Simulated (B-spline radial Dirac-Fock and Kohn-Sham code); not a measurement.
## Form factor and incoherent scattering function of Os⁷⁵⁺

System: the Os⁷⁵⁺ ion, configuration 1s1.

Input file task.json (cfg lists n, l and occupation; rrms is the nuclear radius in fm):

```json
{"items": [{
  "Z": 76,
  "q": 75,
  "cfg": [[1, 0, 1]],
  "A": 192,
  "rrms": 5.4126,
  "do": ["scatter"],
  "s": [0.0, 0.05, 0.1, 0.15, 0.2, 0.25, 0.3, 0.35, 0.4, 0.45, 0.5, 0.6, 0.7, 0.8, 0.9, 1.0, 1.1, 1.2, 1.4, 1.6, 1.8, 2.0, 2.5, 3.0, 3.5, 4.0, 5.0, 6.0],
  "pz": [0, 0.1, 0.2, 0.3, 0.4, 0.5, 0.6, 0.8, 1.0, 1.2, 1.4, 1.6, 1.8, 2.0, 2.5, 3.0, 4.0, 5.0, 7.0, 10.0, 15.0, 20.0, 30.0, 40.0, 60.0, 100.0],
  "hv_scatter": [1000, 5000, 10000, 17479.3, 20000, 30000, 200000, 1000000]
}]}
```

Command: `python xray_run.py task.json out`

The computed values come from a radial finite-basis atomic code: configuration-average Dirac-Fock orbitals. f₀ is the Fourier transform of the spherical electron density, S the Waller-Hartree incoherent function, and s = sin θ/λ. The electron scattering factor follows from the Mott-Bethe formula f_e = 0.023934 Å⁻¹·(Z − f₀)/s².

```
s (Å⁻¹)     f₀      S  f_e (Å)
      0  1.000  0.000        –
   0.05  1.000  0.000  718.020
    0.1  1.000  0.000  179.505
   0.15  1.000  0.000   79.780
    0.2  1.000  0.000   44.876
   0.25  1.000  0.000   28.721
    0.3  1.000  0.001   19.945
   0.35  1.000  0.001   14.654
    0.4  1.000  0.001   11.219
   0.45  0.999  0.001    8.865
    0.5  0.999  0.002    7.180
    0.6  0.999  0.002    4.986
    0.7  0.998  0.003    3.663
    0.8  0.998  0.004    2.805
    0.9  0.997  0.005    2.216
      1  0.997  0.006    1.795
    1.1  0.996  0.008    1.484
    1.2  0.996  0.009    1.247
    1.4  0.994  0.012    0.916
    1.6  0.992  0.016    0.701
    1.8  0.990  0.020    0.554
      2  0.988  0.025    0.449
    2.5  0.981  0.038    0.287
      3  0.973  0.054    0.200
    3.5  0.963  0.073    0.147
      4  0.952  0.094    0.112
      5  0.927  0.141    0.072
      6  0.897  0.195    0.050
```

f₀ starts at the number of electrons, 1. The sum of ⟨r²⟩ over the electrons is 0.0004229 bohr². For an ion f_e diverges as s goes to zero, because of the net charge.
